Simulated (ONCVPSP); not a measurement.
## An all-electron radial function and its pseudo partner (hafnium)

Columns: radius, all-electron u(r) and pseudo u(r) of the 5s shell (level -55.65 eV) of hafnium in the configuration [Kr] 4d10 4f14 5s2 5p6 5d2 6s2; PBE, non-relativistic, ONCV scheme, ONCVPSP 4.0.1.

| r (bohr) | all-electron | pseudo |
| --- | --- | --- |
| 0.110 | 0.0833 | 0.1021 |
| 0.220 | 0.2257 | 0.2094 |
| 0.330 | -0.4120 | 0.3251 |
| 0.440 | -0.5388 | 0.4486 |
| 0.550 | -0.2124 | 0.5755 |
| 0.660 | 0.2369 | 0.6980 |
| 0.770 | 0.6217 | 0.8063 |
| 0.880 | 0.8817 | 0.8911 |
| 0.990 | 1.0205 | 0.9452 |
| 1.100 | 1.0635 | 0.9650 |
| 1.210 | 1.0393 | 0.9511 |
| 1.320 | 0.9728 | 0.9077 |
| 1.430 | 0.8832 | 0.8415 |
| 1.540 | 0.7839 | 0.7606 |
| 1.650 | 0.6840 | 0.6726 |
| 1.760 | 0.5889 | 0.5843 |
| 1.870 | 0.5017 | 0.5002 |
| 1.980 | 0.4239 | 0.4236 |
| 2.090 | 0.3557 | 0.3557 |
| 2.200 | 0.2968 | 0.2968 |
| 2.310 | 0.2466 | 0.2466 |
| 2.420 | 0.2040 | 0.2040 |
| 2.530 | 0.1683 | 0.1683 |
| 2.640 | 0.1385 | 0.1385 |
| 2.750 | 0.1137 | 0.1137 |
| 2.860 | 0.0932 | 0.0932 |

(1) How many radial nodes do the two functions have?

(2) At about which radius was the pseudo-wave matched?

(3) Where does each function peak?

(4) Is the pseudo-wave norm-conserving?

## Answers

(1) The all-electron 5s function has n − l − 1 = 4 (the table is too coarse to show those close to the nucleus); the pseudo-wave has 0, since the states of the same l below it are removed with the core.

(2) 2.20 bohr. The columns agree to 0.0005 from 1.98 bohr on; several derivatives are matched, so the curves merge somewhat inside the radius.

(3) Outermost all-electron maximum near 1.10 bohr, pseudo maximum near 1.10 bohr (to the table’s step).

(4) Yes: the ONCV scheme keeps the norm inside the radius equal to the all-electron one, which fixes the energy derivative of the logarithmic derivative at the level.
